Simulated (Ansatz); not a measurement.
Calculated with Ansatz (gas phase, PBE0-D4/def2-TZVP geometries, no zero-point term in ΔE). CCSD(T)/CBS is the MP2 limit (def2-TZVPP, def2-QZVPP) plus CCSD(T) − MP2 in def2-TZVPP, frozen cores. This one scheme is used for every species. DFT in def2-TZVPP. B3LYP here is the variant with VWN-RPA as its local correlation; programs differ in this. For Ga, Se outer-core shells are correlated without core-valence functions, which leaves a few kJ/mol of doubt a bond. Scalar relativity is left out up to krypton. Each species was taken in one conformer, which may not be the lowest.

`[CH3][GaH][SeH]` + CH₃OH → `C[O][GaH][SeH]` + CH₄  (ligand exchange at a Ga–C bond)

`[CH3][GaH][SeH]`:

Cartesian coordinates in Å:
```
C -0.873 0.371 0.700
Ga 0.821 -0.485 0.209
Se 1.501 -0.528 -2.021
H -1.432 -0.260 1.394
H -1.491 0.575 -0.175
H -0.667 1.318 1.207
H 1.833 -1.172 1.186
H 0.307 0.181 -2.498
```

CH₃OH:

Z-matrix (Å, degrees):
```
C
O 1 1.409
H 1 1.097 2 112.4
H 1 1.090 2 107.0 3 -118.5
H 1 1.097 2 112.4 3 123.0
H 2 0.959 1 108.5 3 -61.6
```

`C[O][GaH][SeH]`:

```xyz
9

C     1.169    0.377   -1.008
O     0.053   -0.299   -0.485
Ga   -0.692    0.123    1.076
Se   -2.507   -1.205    1.611
H     1.997   -0.326   -1.150
H     0.919    0.809   -1.983
H     1.526    1.190   -0.362
H    -0.122    1.286    1.942
H    -2.343   -1.955    0.358
```

CH₄:

```xyz
5

C     0.000    0.000    0.000
H     0.768    0.771   -0.058
H    -0.749    0.288    0.737
H     0.456   -0.945    0.296
H    -0.474   -0.115   -0.974
```

```tsv
level	ΔE (kcal/mol)
ωB97M-V	-16.4
revPBE	-15.7
BLYP	-18.0
B3LYP	-17.4
r2SCANh	-17.3
RPA@PBE/def2-TZVPP	-17.1
HF/def2-TZVPP	-18.0
CCSD(T)/def2-TZVPP	-17.2
```

Question: What does CCSD(T)/CBS give? (An estimate is asked.)

Answer: Ansatz gave: -16.3 kcal/mol. The listed levels differ from it by -0.1, 0.6, -1.7, -1.1, -1.0, -0.8, -1.7, -0.9 kcal/mol.

Question: What do rigid-rotor, harmonic-oscillator terms from PBE0-D4/def2-TZVP frequencies (298.15 K, 1 bar) make of the CCSD(T)/CBS value? (Best estimate.)

Answer: Ansatz gave: ΔZPE = -0.5 kcal/mol, ΔH = -16.5 kcal/mol, ΔS = -36 J/(mol·K), ΔG = -13.9 kcal/mol. Modes under 50 cm⁻¹ make the entropy rough.

Largest T1 diagnostic among the species: 0.013.

At CCSD(T), def2-SVP lies −4.3 kcal/mol from the extrapolated value and def2-TZVPP −0.9 kcal/mol. From r2SCAN to r2SCAN0 (25 % exact exchange), in def2-TZVPP and without D4, ΔE moves by +1.1 kcal/mol. Leaving LDA and LC-ωPBE aside and taking each functional with its dispersion term where it has one, the values, not all of them listed here, spread over 3.2 kcal/mol, from B97M-V to HSE06-D4.

CCSD(T)/CBS has its own doubt, a few kJ/mol and more with outer-core shells, so smaller differences from it don't rank the levels.
